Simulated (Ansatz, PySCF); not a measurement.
This PySCF input computes a PBE0/def2-TZVPD energy:

```python
from pyscf import gto, scf, dft

mol = gto.M(
    atom='''
    Si   -0.00000000   -0.00000000   -1.51599915
    Br    0.00000000    0.00000000    0.60639966
    ''',
    basis='def2-tzvpd',
    charge=1,
    spin=0,
    verbose=4,
)

mf = dft.RKS(mol, xc='pbe0').density_fit(auxbasis='def2-universal-jkfit')
mf.grids.level = 3
mf.conv_tol = 1e-9
mf.max_cycle = 100
mf.max_memory = 1500
mf.kernel()
if not mf.converged:
    mf = mf.newton()
    mf.kernel(mf.make_rdm1())
mf.analyze()
```

Problem. Write an input for the same energy in Ansatz (a quantum-chemistry and plane-wave program) and say what it gives.

Solution. 
Ansatz 0.2 input:
```yaml
crystal:
  periodic: [false, false, false]
  atoms:
    - {symbol: Si, position_ang: [-0.00000000, -0.00000000, -1.51599915]}
    - {symbol: Br, position_ang: [0.00000000, 0.00000000, 0.60639966]}
basis:
  gaussian:
    orbitals: def2-TZVPD
hamiltonian:
  xc: {name: PBE0}
total_charge: 1
output: {forces: true}
```
It gives -2862.93495 Eh, and PySCF -2862.93498 Eh, a difference of 0.03 mEh, from the treatment of integrals and grids.
